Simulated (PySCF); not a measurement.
C₃H₅BF₂, SMILES CB(C(F)=C)F.

Coordinates come from a PBE0-D3(BJ)/def2-SVP optimisation. The structure was generated by enumeration, and PubChem lists no compound with its InChIKey, so it may never have been made. Other conformers were not sampled.

All values below come from TDDFT-PBE/def2-SVPD (PySCF 2.14.0).

Vertical excitations. The molecule is in vacuum.

Computed lowest excited states:
```json
[
 {"state": "S1", "energy (eV)": "5.13", "λ (nm)": "242", "f": "0.000", "main pairs": "HOMO−1→LUMO 100 %"},
 {"state": "S2", "energy (eV)": "5.39", "λ (nm)": "230", "f": "0.212", "main pairs": "HOMO→LUMO 94 %"},
 {"state": "S3", "energy (eV)": "6.64", "λ (nm)": "187", "f": "0.010", "main pairs": "HOMO→LUMO+1 97 %"},
 {"state": "S4", "energy (eV)": "6.74", "λ (nm)": "184", "f": "0.004", "main pairs": "HOMO−2→LUMO 95 %"},
 {"state": "S5", "energy (eV)": "6.97", "λ (nm)": "178", "f": "0.001", "main pairs": "HOMO−3→LUMO 99 %"},
 {"state": "S6", "energy (eV)": "7.44", "λ (nm)": "167", "f": "0.002", "main pairs": "HOMO−1→LUMO+1 88 %"},
 {"state": "S7", "energy (eV)": "7.51", "λ (nm)": "165", "f": "0.088", "main pairs": "HOMO−4→LUMO 85 %"},
 {"state": "S8", "energy (eV)": "7.53", "λ (nm)": "165", "f": "0.020", "main pairs": "HOMO→LUMO+3 87 %"},
 {"state": "S9", "energy (eV)": "7.81", "λ (nm)": "159", "f": "0.002", "main pairs": "HOMO−5→LUMO 73 %, HOMO→LUMO+4 23 %"},
 {"state": "S10", "energy (eV)": "7.83", "λ (nm)": "158", "f": "0.001", "main pairs": "HOMO→LUMO+4 72 %, HOMO−5→LUMO 23 %"},
 {"state": "T1", "energy (eV)": "3.51", "λ (nm)": "354", "f": "0", "main pairs": "HOMO→LUMO 98 %"},
 {"state": "T2", "energy (eV)": "4.71", "λ (nm)": "263", "f": "0", "main pairs": "HOMO−1→LUMO 100 %"},
 {"state": "T3", "energy (eV)": "6.34", "λ (nm)": "196", "f": "0", "main pairs": "HOMO−2→LUMO 98 %"},
 {"state": "T4", "energy (eV)": "6.56", "λ (nm)": "189", "f": "0", "main pairs": "HOMO→LUMO+1 99 %"}
]
```
Triplets are in the Tamm–Dancoff approximation, which puts them higher than full response would, so one can lie above its singlet here.
